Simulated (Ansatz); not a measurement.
Level of theory: Ansatz (an electronic-structure program) with frozen-core CCSD(T)/def2-TZVPP // PBE0-D4/def2-TZVP.

Ansatz 0.2 input:
```yaml
crystal:
  periodic: [false, false, false]
  atoms:
    - { symbol: C, position_ang: [-1.042427, 0.257582, 0.441775] }
    - { symbol: C, position_ang: [-0.106183, -0.692843, -0.304822] }
    - { symbol: Si, position_ang: [1.63554, -0.007905, -0.500481] }
    - { symbol: H, position_ang: [-1.141053, 1.212231, -0.080478] }
    - { symbol: H, position_ang: [-2.044358, -0.170411, 0.540384] }
    - { symbol: H, position_ang: [-0.674272, 0.471584, 1.448013] }
    - { symbol: H, position_ang: [-0.500862, -0.914236, -1.301436] }
    - { symbol: H, position_ang: [-0.039808, -1.652761, 0.216893] }
    - { symbol: H, position_ang: [1.63536, 1.262056, -1.283965] }
    - { symbol: H, position_ang: [2.274648, 0.238326, 0.825252] }
basis:
  gaussian: { orbitals: def2-TZVPP }
correlation:
  method: ccsd_t
magnetization:
  spin_polarized: true
  initial_magnetization: 1
```

Output:

```
Functional definition: HF
1144 factors; integrals over basis functions are off by at most 1.0e-3 eV
mean field evaluation 1: about -10030.9907 eV, gradient 2.2e1 eV
mean field evaluation 2: about -10030.9933 eV, gradient 2.2e1 eV
mean field evaluation 4: about -10033.9283 eV, gradient 2.7e0 eV
mean field evaluation 8: about -10034.0125 eV, gradient 1.1e-3 eV
mean field evaluation 16: about -10034.0102 eV, gradient 2.1e-1 eV
mean field -10034.01245232 eV, -368.7431563249 hartree, gradient 7.4e-6 eV, S^2 0.754305; 0 other end points of the search recorded, 0 dependent functions left out
7 core orbitals not correlated
reference -10034.01245232 eV, -368.7431563249 hartree; 10, 9 occupied and 185, 186 virtual orbitals, 1144 factors
second order -12.66665662 eV of doubles, -0.00000000 eV of singles
cycle   1  -13.48334121 eV  change   -8.2e-1 eV  update   7.6e-2
cycle   2  -13.87126492 eV  change   -3.9e-1 eV  update   2.5e-2
cycle   3  -13.91782297 eV  change   -4.7e-2 eV  update   9.5e-3
cycle   4  -13.91496186 eV  change    2.9e-3 eV  update   3.4e-3
cycle   5  -13.91456214 eV  change    4.0e-4 eV  update   1.3e-3
cycle   6  -13.91438665 eV  change    1.8e-4 eV  update   5.1e-4
cycle   7  -13.91444571 eV  change   -5.9e-5 eV  update   1.8e-4
cycle   8  -13.91449457 eV  change   -4.9e-5 eV  update   6.6e-5
cycle   9  -13.91449416 eV  change    4.1e-7 eV  update   2.6e-5
cycle  10  -13.91449074 eV  change    3.4e-6 eV  update   1.1e-5
perturbative correction -0.50814237 eV, -0.0186738876 hartree
Total energy: -10048.43508542 eV, -369.2731783154 hartree
```

Cost: around 2.9 core-minutes (rough).
